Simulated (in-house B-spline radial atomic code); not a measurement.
Results of a calculation; reference values are marked as such.
# Zr in an electron gas of r_s = 2.4: phase shifts, screening, friction and resistivity

A nucleus sits in a uniform electron gas with a rigid positive background. The Kohn-Sham equations are solved self-consistently in the spin-unpolarised LDA (PW92), non-relativistic, on B-splines with outgoing waves at the boundary and partial waves to l = 8. The model has no lattice, no bands and no magnetic solution. Atomic units; δ_l are the phase shifts at the Fermi level, counted so that each bound state adds π, and good to about 0.0005.

The density parameter is r_s = 2.4 bohr, near that of the valence electrons of In (3 per atom, density 7.31 g/cm³, mass 114.82 u, which gives r_s = 2.41).

| l | δ_l (rad) |
| --- | --- |
| 0 | 11.8325 |
| 1 | 9.1606 |
| 2 | 4.6880 |
| 3 | 0.0091 |
| 4 | 0.0007 |
| 5 | -0.0002 |
| 6 | -0.0004 |
| 7 | -0.0004 |
| 8 | -0.0004 |

Bound levels below the band bottom (hartree): s -13.65, p -10.93, d -5.961, s -1.373, p -0.655 and deeper ones.

Problem. Check the Friedel sum rule, and say where the screening charge sits.

Solution. k_F = (9π/4)^(1/3)/r_s = 0.79965. The rule is Z = (2/π) Σ (2l + 1) δ_l. The terms are s 7.533, p 17.495, d 14.922, f 0.041 and -0.009 beyond, in all 39.982 against Z = 40. Bound states hold 8 s, 18 p, 10 d electrons, so the scattering states carry 3.98 in all; where a term is smaller than its bound count, the bound level has drawn weight out of the band.

Problem. Find the transport cross section and the electronic stopping of a 2 keV Zr ion (mass 91.22 u).

Solution. σ_tr = (4π/k_F²) Σ (l + 1) sin²(δ_l − δ_(l+1)). The terms for l = 0 to 3 are 0.2049, 1.8872, 2.9966, 0.0003, all together 5.0890, so σ_tr = 19.652 × 5.0890 = 100.009 bohr². With n = 3/(4π r_s³) = 0.01727, the friction coefficient is Q = n k_F σ_tr = 1.3811. For v well below v_F = 0.800, dE/dx = Q v; with 24801 eV per u at v = 1, v = √(2000/(24801 × 91.22)) = 0.0297, so dE/dx = 0.04106 hartree/bohr = 21.1 eV/nm. The largest term couples the d and f waves.

Problem. What residual resistivity would 1 atomic per cent of such centres give in In?

Solution. Δρ = k_F n_i σ_tr/n in atomic units of 21.74 μΩ·cm. With one host atom per 3 electrons, n_i/n = 0.01/3, so Δρ = 0.7996 × 0.00333 × 100.009 × 21.74 = 5.80 μΩ·cm. This is an atom added to the gas, as on an interstitial site.

Problem. On a substitutional site the background of one host ion, a sphere holding 3 charges, is taken out. The phase shifts for l = 0 to 4 become 11.5623, 8.9414, 4.0269, -0.0404, -0.0106. What follows?

Solution. The Friedel sum is now 37.00, for Z − 3 = 37. The sum in σ_tr is 4.0863, so σ_tr = 80.30 bohr² and Δρ = 4.65 μΩ·cm per atomic per cent, 0.80 times the value above. A real host ion scatters too, so this model doesn't give zero even for the host's own atom.
